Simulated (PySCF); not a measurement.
## Computed structure and properties of [Cs2]−

System: [Cs2]− (doublet); start: template (D∞h). Method: PySCF 2.14.0, UKS r2SCAN, Cs def2-SVP with ECP46; non-relativistic Hamiltonian with scalar-relativistic core potentials where named; density fitting; no spin-orbit coupling.

Input of the relaxation:

```python
mol = gto.M(atom='''
Cs     0.00000     0.00000     2.50000
Cs     0.00000     0.00000    -2.50000''',
    basis={'Cs': 'def2-SVP'},
    ecp={'Cs': 'def2-SVP'},
    charge=-1, spin=1)
mf = dft.UKS(mol, xc='R2SCAN')
mf.grids.atom_grid = (50, 194)
mf = mf.density_fit()  # fitting sets: Cs def2-universal-JKFIT
mf.conv_tol = 1e-08; mf.max_cycle = 55
mf.kernel(dm0)  # dm0: converged density of the start geometry
# quasi-Newton relaxation in Cartesian coordinates to a largest gradient under 0.00045 Eh/bohr, steps kept in the point group
```

Run from Python with OMP_NUM_THREADS=2; the lines above give its settings. Where DIIS fails, smearing, a level shift and second-order steps follow.
It took 2.5 s on 2 threads of Arm Neoverse V2 (shared host), from the converged density of the start.

Course of the relaxation:

```json
{"step": "0", "energy above end (eV)": "0.0210", "largest force component within the symmetry (eV/Å)": "0.096"}
{"step": "1", "energy above end (eV)": "0.0195", "largest force component within the symmetry (eV/Å)": "0.092"}
{"step": "2", "energy above end (eV)": "0.0025", "largest force component within the symmetry (eV/Å)": "0.028"}
{"step": "3", "energy above end (eV)": "0.0002", "largest force component within the symmetry (eV/Å)": "0.009"}
{"step": "4", "energy above end (eV)": "0.0000", "largest force component within the symmetry (eV/Å)": "0.001"}
```

Relaxed geometry (D∞h):

```xyz
2

Cs    0.0000    0.0000    2.7416
Cs    0.0000    0.0000   -2.7416
```

```json
{"contact": "Cs2–Cs1", "Å": "5.483"}
```

On the finer grid (75, 302):

| Property | Result |
| --- | --- |
| HOMO | 0.32 eV |
| LUMO | 0.98 eV |
| Dipole about the centre of mass | 0.00 D |
| Spin squared | 0.905 |
| Set of Mulliken populations of Cs1 outside the core potential | s 3.33, p 6.16, d 0.01 |
| D3(BJ) dispersion energy (not in the energies) | -0.011 eV |

| atom | Mulliken (e) | Löwdin (e) | spin (e) |
| --- | --- | --- | --- |
| Cs1 | -0.50 | -0.50 | 0.50 |
| Cs2 | -0.50 | -0.50 | 0.50 |

The highest filled level lies above zero, as often for anions with such functionals and bases; it isn't the detachment energy.

No frequency check is given here. The steps kept the symmetry D∞h of the start, so a lower state may lie off it.

One start shape was tried, so this needn't be the lowest isomer.

Open shells may have lower solutions than the one found.
